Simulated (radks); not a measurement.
The numbers below are computed, except where a source is named.
Task: Ionisation of the magnesium ion Mg+, [Ne] 3s1, to [Ne] as the strength of local exchange is varied. Level of theory: non-relativistic Kohn-Sham, Slater X-alpha exchange (alpha = 2/3 is LDA exchange), no correlation, spin-unpolarised, spherical densities, point nucleus (a radial shooting solver on a logarithmic mesh with Libxc functionals).

| alpha | E(Mg+) (hartree) | exchange (hartree) | IE (eV) | -e of the level emptied (eV) | <r> of it (bohr) |
|---|---|---|---|---|---|
| 0.564 | -195.78315 | -12.05626 | 13.431 | 9.845 (3s) | 2.907 |
| 0.608 | -196.72557 | -13.04826 | 13.707 | 10.132 (3s) | 2.875 |
| 0.73 | -199.35811 | -15.83761 | 14.486 | 10.946 (3s) | 2.790 |
| 0.933 | -203.80181 | -20.60518 | 15.827 | 12.366 (3s) | 2.659 |
| 0.976 | -204.75323 | -21.63529 | 16.118 | 12.677 (3s) | 2.634 |
| 0.992 | -205.10816 | -22.02038 | 16.227 | 12.794 (3s) | 2.624 |
| 0.997 | -205.21917 | -22.14093 | 16.261 | 12.830 (3s) | 2.621 |
| ? | -197.99511 | -14.39009 | 14.081 | 10.522 (3s) | 2.833 |

Which alpha was used in the last row?

Result: alpha = 0.667. NIST Atomic Spectra Database: 15.035 eV (measured). The Delta-SCF value meets it near alpha = 0.81. Spin polarisation and multiplet splitting are left out, so open shells lie too high by an amount that depends on their filling.

Beside tabulated values, note that spin-unpolarised runs miss the spin-polarisation part of the exchange energy of open shells.
